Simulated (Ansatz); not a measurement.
A structure relaxed at PBE-D4/def2-SVP in Ansatz, charge 0, singlet:

Cartesian coordinates in Å:
```
Se -0.740 -2.148 -1.098
Se 1.267 1.434 -2.515
Se 1.396 0.753 1.210
Se -2.395 1.777 0.116
Zn 0.002 -2.420 1.182
Zn 2.775 1.938 -0.714
Zn 0.930 -0.468 -0.952
Zn -2.564 -0.488 -0.940
Zn -0.122 1.958 -0.596
Zn -1.017 0.450 1.552
Cl 1.898 -3.134 1.892
Cl 4.616 2.800 -0.087
Cl -4.482 -1.018 -1.748
Cl -1.564 -1.434 2.698
```

Problem. Give its formula.

Solution. Zn6Se4Cl4.

Problem. Summarise the bond lengths by kind (pairs closer than 1.2 times the sum of covalent radii, bridged metal pairs left out).

Solution. 13 × Se–Zn 2.37 to 2.65 Å; 5 × Cl–Zn 2.13 to 2.39 Å.
